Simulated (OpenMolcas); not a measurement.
## Cu5+, Ag5+, Au5+: d6 down the group

| Quantity | Value |
| --- | --- |
| Program | OpenMolcas 26.06 |
| Method | SS-CASPT2, IPEA 0.25 Eh, imaginary shift 0.1 Eh |
| Basis | ANO-RCC-VTZP |
| Scalar Hamiltonian | DKH2, point nucleus |
| Spin-orbit coupling | RASSI with atomic mean-field integrals over the reference wave functions, term energies averaged over their components |

Active space for each ion: 6 electrons in 10 orbitals (d d); closed shells correlated by CASPT2: Cu5+ 3s 3p; Ag5+ 4s 4p; Au5+ 5s 5p.

Computed levels in cm-1 above 5D4:

```
                               Level   Cu5+   Ag5+   Au5+
                                 5D3   1105   2520   9850
                                 5D1   2310   4670  13450
                                 5D0   2530   5080  13200
                                 3H6  31360  22760  25520
                                 3H5  31810  23020  40710
                              3P1(1)  33240  28910  49990
                              3P0(1)  34460  29620  75150
                              3F2(1)  34480  26440  30490
                                 3G5  38300  29040  24820
weight of 5D in the lowest level (%)    100     97     74
```

Mixed levels, with the weight of the term that names them: Ag5+ 3H5 (73 %), Ag5+ 3P0(1) (75 %), Ag5+ 3G5 (73 %), Au5+ 5D4 (74 %), Au5+ 5D0 (68 %), Au5+ 3H5 (53 %), Au5+ 3P1(1) (66 %), Au5+ 3P0(1) (51 %), Au5+ 3F2(1) (59 %), Au5+ 3G5 (53 %).

Measured, with the error of the calculation in %. Measured levels: Cu5+ from Sugar and Musgrove, J. Phys. Chem. Ref. Data 19, 527 (1990); Ag5+ from the list in Gamrath, thesis, University of Mons (2023).

```tsv
Level	Cu5+	Ag5+
5D3	1196 (-7.6)	2692 (-6.4)
5D1	2490 (-7.3)	4941 (-5.6)
5D0	2733 (-7.3)	5380 (-5.6)
3H6	30418 (+3.1)	21512 (+5.8)
3H5	31009 (+2.6)	21812 (+5.6)
3P1(1)	32685 (+1.7)	28232 (+2.4)
3P0(1)	33868 (+1.8)	
3F2(1)	33740 (+2.2)	25306 (+4.5)
3G5	37378 (+2.5)	27958 (+3.9)
```

The fine-structure level 5D0 changes by a factor of 5.22 from Cu5+ to Au5+.

Without spin-orbit coupling 3H lies 30800, 21490, 19230 cm-1 above 5D in that order; the difference to the level 3H6, of either sign, comes from spin-orbit coupling, which also lowers the zero.

CASPT2 does not keep the components of a term degenerate, so their means are used; among the terms shown or strongly mixed into the levels shown the widest spread is 120 cm-1 (3d6 3G, Cu5+). Active for correlation alone: 4d; no level in the range computed is led by a configuration that fills it, so any true level of that kind is missing (holds for Cu5+). Active for correlation alone: 5d; no level in the range computed is led by a configuration that fills it, so any true level of that kind is missing (holds for Ag5+). Active for correlation alone: 6d; no level in the range computed is led by a configuration that fills it, so any true level of that kind is missing (holds for Au5+). Measured partners are found by configuration, term and J. A level has none where our copy of the source lacks it or the pairing is in doubt (some pairs that miss far off the trend of their configuration count as doubtful), and it then counts in no deviation. Levels of configurations outside the active space are missing.

A number in round brackets counts repeated terms of one configuration in the order of the reference energies.
